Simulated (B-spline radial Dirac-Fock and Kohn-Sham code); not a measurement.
Satellites and hypersatellites of the K lines of Er¹⁰⁺

System: Er¹⁰⁺, configuration [Kr] 4d10 4f10 5s2.

Calculated with a B-spline atomic structure program, using ΔSCF Dirac-Fock with Breit, self-energy and vacuum polarisation, finite nucleus, configuration average. Each two-hole energy is an average over J within one jj subconfiguration, not an observable level; in light atoms, where LS coupling holds, the j-resolved values are not observed lines, and for a K spectator the Kα1 hypersatellite is nearly forbidden. Correlation and solid-state effects are left out.

Lines without a spectator: Kα2 (K-L2) 48220.5 eV, Kα1 (K-L3) 49127.0 eV, Kβ3 (K-M2) 55478.1 eV, Kβ1 (K-M3) 55671.3 eV. Shifts in eV with one spectator hole (a dash: not computed, or left out as unreliable):

| spectator hole | Kα2 | Kα1 | Kβ3 | Kβ1 |
| --- | --- | --- | --- | --- |
| K (1s) | +867.1 | +921.4 | +1119.3 | +1131.8 |
| L2 (2p1/2) | +107.2 | +141.6 | – | +277.6 |
| L3 (2p3/2) | +87.3 | +93.2 | +219.4 | – |
| M2 (3p1/2) | – | +21.51 | +43.3 | +51.3 |
| M3 (3p3/2) | +12.90 | – | +38.8 | +39.0 |
| M4 (3d3/2) | +4.38 | +1.00 | – | – |
| M5 (3d5/2) | -0.52 | +2.98 | – | – |
